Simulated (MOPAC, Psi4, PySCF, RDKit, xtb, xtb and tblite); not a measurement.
Two geometries of SMILES C(=O)C[SiH2]B (C2H7BOSi), relaxed at GFN2-xTB with one dihedral held; other torsions can differ between them too.

Structure A

```
12

B      1.5191    -0.3331    -0.4397
Si     0.4455    -0.1211     1.1921
C     -1.0823     0.6382     0.2093
C     -0.8790    -0.0507    -1.0468
O     -1.5752    -0.8134    -1.6475
H      2.1938     0.5499    -0.8277
H      1.7569    -1.3972    -0.8756
H      0.7070     0.8833     2.2357
H     -0.1169    -1.2701     1.9185
H     -2.0858     0.5089     0.6041
H     -0.8498     1.6955     0.1225
H      0.2144     0.1036    -1.4017
```

Structure B

```
12

B     -1.8044    -0.4347    -0.2328
Si    -0.4463    -0.0812     1.1276
C      1.1043     0.5420     0.1104
C      1.4106     1.8994     0.5823
O      1.0025     2.9215     0.0924
H     -2.6116     0.3606    -0.5195
H     -1.8133    -1.4378    -0.8347
H     -0.7290     0.9356     2.1545
H      0.0801    -1.2166     1.9112
H      0.8534     0.5544    -0.9488
H      1.9354    -0.1339     0.2859
H      2.0348     1.9233     1.4986
```

**Question.** Which is lower in energy at the level DF-MP2 (frozen core)/cc-pVTZ // GFN2-xTB (Psi4), and by how much?

**Answer.** B is lower, by 16.32 kJ/mol (dihedral B1–Si2–C3–C4: 30° in A, 120° in B).

E(B) − E(A) in kJ/mol at the other levels, on the same two geometries: GFN2-xTB (xtb and tblite) 5.16; PBE/def2-TZVP // GFN2-xTB (Psi4) 7.39; PBE-D3(BJ)/def2-TZVP // GFN2-xTB (Psi4) 9.64; wB97X-D/def2-TZVP // GFN2-xTB (Psi4) -19.47; HF/cc-pVTZ // GFN2-xTB (Psi4) -63.33; UFF // GFN2-xTB (RDKit) -2166.19; PM7, restricted, heats of formation // GFN2-xTB (MOPAC) -62.33; PM6, restricted, heats of formation // GFN2-xTB (MOPAC) -26.64; GFN1-xTB // GFN2-xTB (xtb) -12.06; restricted B3LYP/6-31G*, spherical d // GFN2-xTB (PySCF) -21.02; restricted BP86/6-31G*, spherical d // GFN2-xTB (PySCF) 1.71; restricted M06-2X/6-31G*, spherical d // GFN2-xTB (PySCF) -23.75; restricted MP2 (frozen core)/6-31G*, spherical d // GFN2-xTB (PySCF) -28.05.
